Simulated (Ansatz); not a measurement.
`C[SiH2][SnH3]` and `B[SiH2]C` differ in one atom or group.

Ansatz, PBE0-D4/def2-TZVP geometries, multiplicity 1. 

Elements past krypton have def2 core potentials.

```json
{"property": "HOMO energy (PBE0/def2-TZVPP) / eV", "`C[SiH2][SnH3]`": "-7.68"}
{"property": "HOMO–LUMO gap (B3LYP/def2-TZVPP) / eV", "`C[SiH2][SnH3]`": "7.25"}
{"property": "size of the dipole moment (B3LYP/def2-TZVPP) / D", "`C[SiH2][SnH3]`": "1.24"}
{"property": "LUMO energy (B3LYP/def2-TZVPP) / eV", "`C[SiH2][SnH3]`": "-0.24"}
{"property": "HOMO–LUMO gap (PBE/def2-TZVPP) / eV", "`C[SiH2][SnH3]`": "5.86"}
{"property": "HOMO energy (PBE/def2-TZVPP) / eV", "`C[SiH2][SnH3]`": "-6.64"}
```

Q: Give the same properties after the change, and the shifts. (Best estimate.)

A: The calculation gave: 
```json
{"property": "HOMO energy (PBE0/def2-TZVPP) / eV", "`B[SiH2]C`": "-8.10", "shift": "-0.42"}
{"property": "HOMO–LUMO gap (B3LYP/def2-TZVPP) / eV", "`B[SiH2]C`": "5.40", "shift": "-1.85"}
{"property": "size of the dipole moment (B3LYP/def2-TZVPP) / D", "`B[SiH2]C`": "0.72", "shift": "-0.52"}
{"property": "LUMO energy (B3LYP/def2-TZVPP) / eV", "`B[SiH2]C`": "-2.52", "shift": "-2.28"}
{"property": "HOMO–LUMO gap (PBE/def2-TZVPP) / eV", "`B[SiH2]C`": "3.56", "shift": "-2.30"}
{"property": "HOMO energy (PBE/def2-TZVPP) / eV", "`B[SiH2]C`": "-6.88", "shift": "-0.24"}
```

With PBE0 the HOMO falls by 0.42 eV and the LUMO falls by 2.29 eV, so the gap narrows by about 1.87 eV. PBE moves the HOMO by -0.24 eV and ωB97M-V by -0.60 eV. Dipoles are sizes alone; their direction can turn.

B3LYP here is the variant with VWN-RPA as its local correlation; programs differ in this.
